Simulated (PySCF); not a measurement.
Identify the unknown among the candidates.

All candidates are C2H8O2Si3.

| technique | computed result |
| --- | --- |
| Dipole | 1.62 D [PBE0/pcSseg-1] |
| 13C NMR | chemical shifts (computed TMS as zero) by class: 120.8 (1 C), 106.0 (1 C) ppm [GIAO PBE0/pcSseg-1] |
| NMR, other nuclei | isotropic shieldings of nuclei other than C and H, by class: 277 (1 O), 286 (1 O), 395 (1 Si), 414 (1 Si), 448 (1 Si) ppm [GIAO PBE0/pcSseg-1] |
| 1H NMR | chemical shifts (computed TMS as zero) by class: 5.18 (3 H), 4.51 (1 H), 4.23 (3 H), 2.31 (1 H) ppm [GIAO PBE0/pcSseg-1] |
| Rotational structure | rotational constants A, B, C: 2.001, 0.614, 0.489 GHz [GFN2-xTB] |

Electronic properties: PySCF, gas phase, density fitting. Levels stand in brackets. Geometry: GFN2-xTB, one conformer, isolated molecule. GFN2-xTB frequencies show an imaginary mode (30i cm⁻¹), so this geometry is no minimum at that level. Each NMR value is the plain mean over a class of atoms that symmetry, rotation or inversion makes alike.

Problem. Which candidate is it?
A. `C#C[SiH2][Si](O)(O)[SiH3]`
B. `O=C[Si@@H]1O[SiH2]C[SiH2]1`
C. `C#C[SiH2]O[SiH2]O[SiH3]`
D. `O[Si@@H](C#C[SiH3])O[SiH3]`
E. `C#C[SiH2]O[SiH2][SiH2]O`

Solution. D. It is `O[Si@@H](C#C[SiH3])O[SiH3]`. Numbering: `[OH:1][Si@@H:2]([C:3]#[C:4][SiH3:5])[O:6][SiH3:7]`. Its formula, C2H8O2Si3, gives 2 degrees of unsaturation: 0 rings and 2 π bonds in the structure found. 2 carbons fall into 2 classes; from least to most shielded: alkyne carbon [C3] (120.8 ppm), alkyne carbon [C4] (106.0 ppm). Hydrogen classes from least to most shielded: 3 H on an oxygen-bound silicon, Si7 (5.18 ppm), 1 H on an oxygen-bound silicon, Si2 (4.51 ppm), 3 H on an SiH3 silicon, Si5 (4.23 ppm), 1 H on a silanol oxygen, O1 (2.31 ppm). The other shieldings belong to: 277 ppm, silanol oxygen [O1]; 286 ppm, siloxane oxygen [O6]; 395 ppm, oxygen-bound silicon [Si7]; 414 ppm, oxygen-bound silicon [Si2]; 448 ppm, SiH3 silicon [Si5]. The optimised geometry has point group C1 and is an asymmetric top.

The others, at the same levels:
- `C#C[SiH2]O[SiH2]O[SiH3]` fails: its computed 13C shifts are 103.1 (1 C), 88.8 (1 C) ppm, 1H shifts are 5.30 (2 H), 5.24 (3 H), 4.96 (2 H), 2.06 (1 H) ppm and smallest rotational constant is 0.714 GHz (against 0.489 GHz).
- `C#C[SiH2][Si](O)(O)[SiH3]` fails: its computed 13C shifts are 105.2 (1 C), 84.8 (1 C) ppm, 1H shifts are 4.23 (2 H), 3.33 (3 H), 1.83 (1 H), 1.44 (2 H) ppm and rotational constant A is 1.791 GHz (against 2.001 GHz).
- `O=C[Si@@H]1O[SiH2]C[SiH2]1` fails: its computed 13C shifts are 252.9 (1 C), -9.7 (1 C) ppm, 1H shifts are 12.54 (1 H), 5.37 (1 H), 5.31 (1 H), 5.04 (1 H), 4.12 (1 H), 4.04 (1 H), 0.45 (1 H), 0.43 (1 H) ppm and rotational constant A is 2.434 GHz (against 2.001 GHz).
- `C#C[SiH2]O[SiH2][SiH2]O` fails: its computed 13C shifts are 102.7 (1 C), 88.8 (1 C) ppm, 1H shifts are 5.68 (2 H), 5.64 (2 H), 5.03 (2 H), 2.01 (1 H), 0.17 (1 H) ppm and rotational constant A is 3.495 GHz (against 2.001 GHz).

Each candidate is one conformer, not necessarily the lowest. The conformers computed, where there is a choice (atom-mapped SMILES and torsion angles):
- `[OH:1][Si@@H:2]([C:3]#[C:4][SiH3:5])[O:6][SiH3:7]`: O1–Si2–O6–Si7 177°, H–O1–Si2–C3 -69°
- `[CH:1]#[C:2][SiH2:3][O:4][SiH2:5][O:6][SiH3:7]`: C2–Si3–O4–Si5 -67°, Si3–O4–Si5–O6 -34°, O4–Si5–O6–Si7 9°
- `[CH:1]#[C:2][SiH2:3][Si:4]([OH:5])([OH:6])[SiH3:7]`: C2–Si3–Si4–O5 172°, H–O5–Si4–Si3 -133°, H–O6–Si4–Si3 -66°
- `[CH:1]#[C:2][SiH2:3][O:4][SiH2:5][SiH2:6][OH:7]`: C2–Si3–O4–Si5 62°, Si3–O4–Si5–Si6 68°, O4–Si5–Si6–O7 -179°, H–O7–Si6–Si5 180°

The conformers of `O=C[Si@@H]1O[SiH2]C[SiH2]1` aren't listed.
